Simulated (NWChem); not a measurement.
## H₂Be

SMILES: [BeH2]
```xyz
3

Be     0.0000     0.0000     0.0000
H      0.0000     0.0000     1.3442
H      0.0000     0.0000    -1.3442
```
Charge 0, spin multiplicity 1.

Program: NWChem. All single points use one geometry, from PBE/def2-SVP, a minimum by its harmonic frequencies.

The structure started from a generated list of species. The stability of the SCF solutions was not checked.

Worked example. At BLYP/def2-TZVPD the parent has a total energy of -15.89650 Ha and the doublet with one electron less, at the same geometry, -15.47320 Ha. The vertical ionisation energy is their difference.

ΔE = -15.47320 − (-15.89650) = 0.42330 Ha. Times 27.2114 eV/Ha this is 11.52 eV, or 1111 kJ/mol; λ = 1239.84/11.52 = 107.6 nm. No relaxation of the ion's geometry and no zero-point term enter.
